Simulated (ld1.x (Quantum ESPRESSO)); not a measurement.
## platinum: variants of one TM semilocal potential

Base potential:

```json
{
  "Element": "platinum",
  "Generator": "ld1.x (Quantum ESPRESSO) 7.5",
  "Type": "norm-conserving Troullier–Martins (semilocal form)",
  "Functional": "PBE",
  "Relativity": "scalar-relativistic",
  "Frozen core": "[Kr] 4d10 4f14 5s2",
  "Valence charge": "16",
  "Reference configuration": "5p6 5d8 6s0 6p0 (charge +2)",
  "Partial waves": "6s (bound, empty): rc 2.35 bohr; 5d (bound): rc 1.20 bohr; 5f channel at 0.25 Ry: rc 2.40 bohr; 5p (bound): rc 1.20 bohr",
  "Local potential": "the p channel",
  "Core correction": "a·sin(br)/r model core inside 0.55 bohr"
}
```

Cutoffs, loose and tight: the cutoffs (Ry, on a coarse ladder) from which the occupation-weighted sum of valence levels, in a spherical-Bessel basis at the reference potential, stays within 10 and 1 mRy of its value at 400 Ry. They do not see the model core or the augmentation charge, which bear on the density cutoff. Test errors are all-electron minus pseudo excitation energies from the reference, over the configurations 5p6 5d9 6s1 6p0; 5p6 5d9 6s0 6p0; 5p6 5d7 6s0 6p0; 5p6 5d9.5 6s0.5 6p0; 5p6 5d10 6s0 6p0; 5p5 5d9 6s1 6p0; 5p6 5d9 6s0.5 6p0. A dash means not determined; rows that change the core or the reference have their own tests.

A semilocal file is local in each channel, so a ghost entry of none says nothing of the separable form that plane-wave codes build from it.

```csv
change,outcome,"cutoff, loose","cutoff, tight",bound ghosts,largest test error (meV)
base,generated,120 Ry,200 Ry,none,-180
reference 5p6 5d9 6s1 6p0,generated,120 Ry,200 Ry,none,-21
wave 5f channel at 0.25 Ry: rc 2.40 bohr becomes 5f channel at 0.86 Ry: rc 2.40 bohr,generated,120 Ry,200 Ry,none,-180
wave 5f channel at 0.25 Ry: rc 2.40 bohr becomes 5f channel at 0.25 Ry: rc 2.62 bohr,generated,120 Ry,200 Ry,none,-180
"core [Xe] 4f14, valence charge 10; reference 5d9 6s1 6p0; waves now 6s (bound): rc 2.45 bohr; 5d (bound): rc 2.00 bohr; 5f channel at 0.25 Ry: rc 2.70 bohr; 6p (bound): rc 3.45 bohr; core correction Bessel-smoothed model core inside 1.35 bohr",generated,40 Ry,50 Ry,none,-169
core correction a·sin(br)/r model core inside 1.08 bohr,generated,120 Ry,200 Ry,none,-176
"all radii but the core radius scaled by about 1.25 (s 2.94, p 1.50, d 1.50, f 3.00 bohr)",generated,70 Ry,110 Ry,none,-178
```
